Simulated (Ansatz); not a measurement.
Isolated molecules relaxed with PBE0-D4/def2-TZVP in Ansatz; ΔE leaves out vibrations. CBS: MP2 limit from def2 TZ/QZ plus the TZ coupled-cluster correction, frozen cores. This one scheme is used for every species. DFT in def2-TZVPP. B3LYP here is the variant with VWN-RPA as its local correlation; programs differ in this. Triplets are unrestricted, without spin–orbit coupling. One conformer a species, not always the lowest.

`CO[SiH2]CF` → `CO[SiH2]F` + `[CH2]` (triplet)  (formal loss of a carbene)

| level | ΔE (kJ/mol) | difference from CCSD(T)/CBS |
| --- | --- | --- |
| r2SCAN-D4 | 193.2 | -14.5 |
| PBE0-D4 | 219.0 | 11.3 |
| ωB97X-V | 230.4 | 22.7 |
| ωB97M-V | 219.2 | 11.5 |
| B2PLYP | 201.7 | -6.0 |
| PBE | 228.6 | 20.9 |
| r2SCAN | 191.4 | -16.3 |
| B3LYP | 202.3 | -5.4 |
| CCSD/def2-TZVPP | 186.9 | -20.8 |
| CCSD(T)/def2-TZVPP | 199.0 | -8.7 |
| HF/def2-QZVPP | 58.3 | -149.4 |
| MP2/def2-QZVPP | 205.1 | -2.6 |
| SCS-MP2/def2-QZVPP | 211.8 | 4.1 |
| HF/CBS(def2) | 58.0 | -149.7 |
| MP2/CBS(def2) | 209.5 | 1.8 |
| CCSD/CBS(def2) | 195.5 | -12.2 |
| CCSD(T)/CBS | 207.7 | 0 |

Largest T1 diagnostic among the species: 0.011.

The D4 term adds +10.3 kJ/mol with B3LYP and +5.7 kJ/mol with PBE0; it sums over pairs of atoms, weighted by their polarisabilities, and B3LYP, whose exchange is more repulsive, gets the larger term. In def2-TZVPP, CCSD(T) changes the Hartree–Fock value by +138.5 kJ/mol (the triples alone add +12.2 kJ/mol) and MP2 by +140.3 kJ/mol. From PBE to PBE0 (25 % exact exchange), in def2-TZVPP and without D4, ΔE moves by −15.3 kJ/mol.
